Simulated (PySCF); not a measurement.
## Fluorine: a sound run and one with changed settings

Sound run: F²⁺ [He] 2s2 2p3, F³⁺ [He] 2s2 2p2. Calculation: PySCF 2.14, in aug-cc-pVDZ-DK; the spin-free X2C one-electron Hamiltonian (Gaussian nucleus). The sound run starts from symmetry-adapted Hartree-Fock orbitals and uses a fine grid where one is needed.

Changed run: radial step 0.8 in ln r (0.13 in the sound run). This setting is unsound on purpose.

| species | method | sound run (hartree) | changed run (hartree) | converged |
| --- | --- | --- | --- | --- |
| F²⁺ | UHF | -97.66362 | -97.66362 | yes |
| F²⁺ | LDA | -97.20319 | -97.23028 | yes |
| F²⁺ | MN15 | -97.82049 | -97.81640 | yes |
| F³⁺ | UHF | -95.37708 | -95.37708 | yes |
| F³⁺ | LDA | -94.88084 | -94.87781 | yes |
| F³⁺ | MN15 | -95.50782 | -95.51239 | yes |

Ionisation energy of F²⁺:

```csv
method,sound run (eV),changed run (eV)
UHF,62.220,62.220
LDA,63.194,64.014
MN15,62.931,62.695
```

A coarse radial grid mis-integrates the density and the exchange-correlation energy, with errors of either sign; Hartree-Fock needs no grid.

For comparison, NIST gives 62.708 eV between the lowest levels.
